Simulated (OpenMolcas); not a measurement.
## Levels of Ru by method

```yaml
Program: OpenMolcas 26.06
Basis: ANO-RCC-VTZP [7s6p4d2f1g]
Scalar_Hamiltonian: DKH2, point nucleus
Active_space: 8 electrons in 6 orbitals (4d 5s)
State_averaging: 2S+1 = 5 even, 15 roots; 2S+1 = 3 even, 75 roots kept (CI in the orbitals of an earlier block); 2S+1 = 1 even, 57 roots kept (CI in the orbitals of an earlier block)
Spin-orbit_coupling: RASSI with atomic mean-field integrals over the reference wave functions, term energies averaged over their components
```

Methods on the same reference wave functions:
A. CASSCF
B. SS-CASPT2, IPEA 0.25 Eh, imaginary shift 0.1 Eh (closed shells correlated: 4s 4p)
C. MS-CASPT2, IPEA 0.25 Eh, imaginary shift 0.1 Eh (closed shells correlated: 4s 4p)
D. XMS-CASPT2, IPEA 0.25 Eh, imaginary shift 0.1 Eh (closed shells correlated: 4s 4p)

Energies in cm⁻¹ above 4d⁷ 5s ⁵F₅, the measured ground level; measured values from NIST Handbook of Basic Atomic Spectroscopic Data.

```csv
Level,A,B,C,D,Measured
4d⁷ 5s ⁵F₅,0.0,0.0,0.0,0.0,0.0
4d⁷ 5s ⁵F₄,1223,1209,1209,1216,1191
4d⁷ 5s ⁵F₃,2162,2150,2150,2160,2092
4d⁷ 5s ⁵F₂,2827,2810,2810,2820,2713
4d⁷ 5s ⁵F₁,3251,3220,3220,3240,3105
4d⁷ 5s ³F₄(1),9389,6120,6120,7310,
4d⁶ 5s² ⁵D₄,10283,4060,4060,-326,7483
4d⁷ 5s ³F₃(1) [65 %],10961,7700,7700,8870,
4d⁶ 5s² ⁵D₃ [66 %],11370,5160,5160,728,8575
4d⁶ 5s² ⁵D₂,11771,5780,5780,1369,9058
4d⁷ 5s ³F₂(1),12159,8590,8590,9840,
4d⁶ 5s² ⁵D₁,12211,6180,6180,1763,9073
4d⁶ 5s² ⁵D₀,12406,6370,6370,1952,9492
4d⁷ 5s ⁵P₃,12942,9330,9330,9080,8771
4d⁷ 5s ⁵P₂ [68 %],13047,9150,9150,9080,8044
4d⁷ 5s ⁵P₁,13826,10060,10060,9930,9620
4d⁷ 5s ³G₅,15316,12780,12780,13580,
4d⁷ 5s ³G₄,15994,13350,13340,14180,
4d⁷ 5s ³P₂(1) [66 %],16324,11660,11660,11340,
4d⁷ 5s ³G₃,16790,14230,14230,14960,
4d⁷ 5s ³P₁(1),18051,13290,13290,13350,
4d⁷ 5s ³P₀(1) [73 %],18680,13620,13620,14370,
4d⁷ 5s ³H₆ [69 %],19569,16450,16450,16000,
4d⁷ 5s ³P₁(2) [74 %],20193,14660,14550,15200,
```

D puts 4d⁶ 5s² ⁵D₄ lowest.

Deviations, from unrounded energies. A percentage is the sum of absolute deviations over the sum of measured energies, with the sign that they share, or ± where signs differ.

```
                        Against measurement  Levels      A      B      C      D
             mean absolute deviation (cm-1)      12   2300   1500   1500   3300
      fine structure of the ground term (%)       4   +4.0   +3.2   +3.2   +3.6
other terms of the ground configuration (%)       3  +50.6   +8.0   +8.0   +6.2
                   other configurations (%)       5  +32.9  -36.9  -36.9  -87.4
```

B, C lie about equally close to measurement and D furthest from it. The largest miss of C in the table is 4d⁶ 5s² ⁵D₄, by -3400 cm-1. The ranking rests on the paired levels alone, and a cruder setting can come out closer through cancelling errors.

Among B to D the level of the table that moves most is 4d⁶ 5s² ⁵D₃ [66 %], by 4400 cm-1 (lowest in D, highest in B). Moves below CASPT2's spread within the term are not significant.

The two smallest mean deviations differ by little beside CASPT2's spread within terms, so their order carries little weight.

From A to B the spin-free energies of the other terms of 4d⁷ 5s shown, above ⁵F, scale by factors of 0.63 to 0.83.

The lowest spin-free term lies below A's lowest term by 0.521 hartree in B, 0.521 hartree in C, 0.534 hartree in D.

Term energies are means over components that CASPT2 splits; among the terms shown or strongly mixed into the levels shown the widest spread is 1300 cm-1 (4d⁷ 5s ³F(1), D). Over all roots computed the reference weight is 0.82 to 0.89 in D; the roots of lowest weight are the least certain, and an intruder state may touch them. Terms from blocks run as CI alone lack orbitals of their own. Configurations are named by rounded mean occupations; where the s occupation lies near a half they are strongly mixed, a name can repeat and a true partner stay unpaired. A single d shell beside an s shell can misplace configurations of different d count against each other. Without dynamic correlation excited terms often stand tens of per cent too high (terms of higher spin than the ground term too low), and those without a measured partner can miss by more than the paired ones (holds for A). Blocks of more than 70 roots (2S+1 = 3 even) ran without multistate coupling (holds for C). The lowest computed level is not the ground level that NIST lists (5F5) (holds for D). The CASPT2 spread within a term exceeds the gap to the next term for 4d⁷ 5s ³F(1) and 4d⁷ 5s ⁵P, 4d⁷ 5s ³P(2) and 4d⁷ 5s ³H, so the order of their levels is uncertain, and so are names and mixing where such terms share a J (holds for D). Computed and measured levels are paired by configuration, term and J; levels that our copy of the source lacks, or whose pairing is in doubt (as where it misses far off the trend of its configuration), stay unpaired and out of the deviations. Only configurations of the active space appear. The table leaves out levels that lie high or whose names do not pair safely across all columns.

A share in square brackets marks a mixed level and gives the weight of the term that names it, the lowest over the columns. A number in round brackets counts repeated terms of one configuration in the order of the reference energies.
